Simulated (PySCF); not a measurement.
These are PBE-D3(BJ)/def2-TZVP // TPSS-D3(BJ)/def2-SVP (PySCF) values and carry that method's errors. Isolated molecules, 0 K electronic values unless said otherwise. One relaxed conformer stands for a flexible species; it need not be the lowest. 

Reference species: [Cd(OH)(Cl)] (neutral, multiplicity 1).

```
Property                                                        Result
------------------------------------------------------------  --------
charge on the central atom (Mulliken)                           0.76 e
mean distance from the central atom to its bonded neighbours   2.136 Å
LUMO                                                          -2.86 eV
HOMO                                                          -6.77 eV
```

Changed species: [Cd(OH)(NH2)] (Y = NH2; the reference has Y = Cl).

Question: What does the change do to the charge on the central atom (Mulliken), mean distance from the central atom to its bonded neighbours, LUMO and HOMO?

Answer: the charge on the central atom (Mulliken) falls by 0.05 e, to 0.71 e; the mean distance from the central atom to its bonded neighbours drops by 0.133 Å, to 2.003 Å; the LUMO rises by 0.94 eV, to -1.92 eV; the HOMO rises by 0.91 eV, to -5.86 eV.
